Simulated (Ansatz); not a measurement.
One change: `N[SiH](Cl)[GeH2][F]` becomes `N[SiH](N)Cl`.

Ansatz, PBE0-D4/def2-TZVP geometries, multiplicity 1. Each molecule was computed in one conformer, which needn't be the lowest.

Scalar relativity is left out up to krypton.

```csv
property,`N[SiH](Cl)[GeH2][F]`
HOMO–LUMO gap (PBE0/def2-TZVPP) / eV,7.42
LUMO energy (ωB97M-V/def2-TZVPP) / eV,1.25
HOMO energy (B3LYP/def2-TZVPP) / eV,-7.80
size of the dipole moment (ωB97M-V/def2-TZVPP) / D,2.17
LUMO energy (B3LYP/def2-TZVPP) / eV,-0.79
HOMO energy (ωB97M-V/def2-TZVPP) / eV,-10.12
```

(1) Give the same properties after the change, and the shifts. (Best estimate.)

## Answers

(1) The calculation gave: 
```tsv
property	`N[SiH](N)Cl`	shift
HOMO–LUMO gap (PBE0/def2-TZVPP) / eV	8.68	1.26
LUMO energy (ωB97M-V/def2-TZVPP) / eV	2.35	1.10
HOMO energy (B3LYP/def2-TZVPP) / eV	-7.49	0.31
size of the dipole moment (ωB97M-V/def2-TZVPP) / D	2.10	-0.07
LUMO energy (B3LYP/def2-TZVPP) / eV	0.59	1.38
HOMO energy (ωB97M-V/def2-TZVPP) / eV	-10.11	0.01
```

With PBE0 the HOMO rises by 0.28 eV and the LUMO rises by 1.53 eV, so the gap widens by about 1.25 eV. PBE moves the HOMO by 0.43 eV and ωB97M-V by 0.01 eV. Dipoles are sizes alone; their direction can turn.

B3LYP here is the variant with VWN-RPA as its local correlation; programs differ in this.
